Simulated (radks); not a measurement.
Question: These are the eigenvalues of the occupied orbitals of an atom or ion with whole-number occupations (eV). All-electron calculation, scalar-relativistic Kohn-Sham, LDA (Slater exchange, VWN5 correlation), spin-polarised, spherical densities, finite nucleus; Fermi nuclear charge, rms radius of each element as measured or else 0.836 A^(1/3) + 0.57 fm. Program: a radial shooting solver on a logarithmic mesh with Libxc functionals.

1s up: -23081.67
1s down: -23081.66
2s up: -3411.119
2s down: -3410.292
2p up: -3066.853
2p down: -3066.202
3s up: -669.3024
3s down: -668.7176
3p up: -556.1732
3p down: -555.5367
3d up: -374.8540
3d down: -374.0082
4s up: -154.1894
4s down: -150.7381
4p up: -121.1571
4p down: -117.6065
4d up: -72.4408

Which element is it, and in what charge state? The configuration may be excited. Open shells, if any, are filled with parallel spins first.

Answer: Z = 45, rhodium, charge +5: Rh5+ in [Kr] 4d4. The list shows which subshells hold electrons but not how many an open one holds; the 1s level, -848.24 hartree, gives Z - s = 41.2 by -(Z - s)^2/2, which with screening and relativity narrows Z to a few neighbours, and the depths of the outer levels then fix element, charge and occupations together.
